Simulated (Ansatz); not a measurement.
Geometry optimisation, Ansatz 0.2.0, RKS revPBE/def2-SVP.

Input:

```yaml
crystal:
  periodic: [false, false, false]
  atoms:
    - { symbol: Si, position_ang: [0.0, 0.0, 0.0] }
    - { symbol: O, position_ang: [0.0, 0.0, 2.03] }
    - { symbol: H, position_ang: [-0.9095, -0.2814, 2.3671] }
    - { symbol: F, position_ang: [1.4994, 0.0, -0.5295] }
    - { symbol: F, position_ang: [-0.7489, 1.2974, -0.5295] }
    - { symbol: F, position_ang: [-0.7489, -1.2974, -0.5295] }
    - { symbol: S, position_ang: [1.2839, -1.9497, 0.7757] }
    - { symbol: H, position_ang: [0.4989, -3.103, 0.6585] }
    - { symbol: H, position_ang: [0.673, -1.022, 1.8816] }
basis:
  gaussian: { orbitals: def2-SVP }
hamiltonian:
  xc: revpbe
relax:
  f_tol: 0.15
  max_steps: 25
  restrain:
    - { distance: [0, 6], at: 3.36, k: 30.0 }
    - { distance: [8, 1], at: 2.21, k: 30.0 }
    - { distance: [0, 1], at: 1.68, k: 30.0 }
    - { distance: [8, 6], at: 1.4, k: 30.0 }
```

Launched with:

```bash
$ ansatz run input.yaml --threads 2 --pin off --max-ram 3072MiB --backend cpu --events-out ev --progress --plain --runs-dir out
```

Where does it end, and by what steps?

It converged. The restraints hold the end off the free minimum; the threshold counts their pulls, which the force column leaves out. Restrained pairs: Si1–S7 (2.46 → 3.37 Å), O2–H9 (1.23 → 2.22 Å), Si1–O2 (2.03 → 1.67 Å), S7–H9 (1.57 → 1.39 Å). After 19 steps the energy has fallen by 3.243 eV (the restraints' own energy left out); H9 moved furthest, 0.90 Å.

```tsv
step	energy less start (eV)	largest force component (eV/Å)	accepted
0	0.0000	3.572	yes
1	-1.1201	3.212	yes
2	-1.8794	4.592	yes
3	-2.5598	3.938	yes
4	-3.0165	1.615	yes
5	-3.0967	0.603	yes
6	-3.1235	0.526	yes
7	-3.1412	0.632	yes
8	-3.1729	0.502	yes
9	-3.1919	0.434	yes
10	-3.1573	1.943	no
11	-3.1988	0.430	yes
12	-3.2073	0.419	yes
13	-3.2215	0.438	yes
14	-3.2255	0.424	yes
15	-3.1896	1.512	no
16	-3.2314	0.437	yes
17	-3.2317	0.602	yes
18	-3.2360	0.440	yes
19	-3.2429	0.456	yes
```

```xyz
9
Properties=species:S:1:pos:R:3
Si -0.147 0.114 0.030
O -0.251 -0.075 1.688
H -0.872 0.567 2.082
F 1.342 0.466 -0.481
F -1.090 1.381 -0.365
F -0.737 -1.157 -0.780
S 1.668 -2.540 1.025
H 0.551 -3.304 0.879
H 1.084 -1.809 2.045
```

Run time: 46 s on 2 threads of Arm Neoverse V1 (shared host), peak memory 0.15 GiB.
